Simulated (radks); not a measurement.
Values are calculated unless marked as measured or tabulated.
Species: Kr+. Configuration: [Ar] 3d10 4s2 4p5.

Level of theory: Dirac Kohn-Sham, PBE, spin-unpolarised, spherical densities, point nucleus; open shells are shared between the two j in proportion to 2j + 1; speed of light set to 411.108 atomic units (3 times the physical value, a model run) (a radial shooting solver on a logarithmic mesh with Libxc functionals).

Energy parts (eV):
| part | energy |
|---|---|
| total | -75018.672 |
| kinetic | 75194.871 |
| electron-nucleus | -179139.619 |
| Hartree | 31509.340 |
| exchange-correlation | -2583.265 |

Orbitals (lengths in bohr, moments of r in powers of bohr; r(max) is where P^2 peaks):
orbital,occ.,eigenvalue (eV),r(max),<r^4>,small-component weight
1s1/2,2,-13938.81,0.02794,0.00001468,1.87e-03
2s1/2,2,-1824.259,0.1577,0.002933,3.69e-04
2p1/2,2,-1651.217,0.1247,0.002019,3.68e-04
2p3/2,4,-1645.449,0.1250,0.002037,3.67e-04
3s1/2,2,-267.2365,0.4758,0.1775,8.98e-05
3p1/2,2,-205.7718,0.4664,0.2012,8.41e-05
3p3/2,4,-204.9285,0.4674,0.2029,8.38e-05
3d3/2,4,-95.0854,0.4106,0.3009,7.08e-05
3d5/2,6,-94.9394,0.4109,0.3018,7.08e-05
4s1/2,2,-33.1261,1.353,12.22,1.47e-05
4p1/2,1.66667,-19.6049,1.525,25.40,1.09e-05
4p3/2,3.33333,-19.5280,1.528,25.62,1.08e-05

The highest occupied level is 4p3/2 at -19.528 eV. The density falls to 0.001 e/bohr^3 at r = 3.74 bohr.
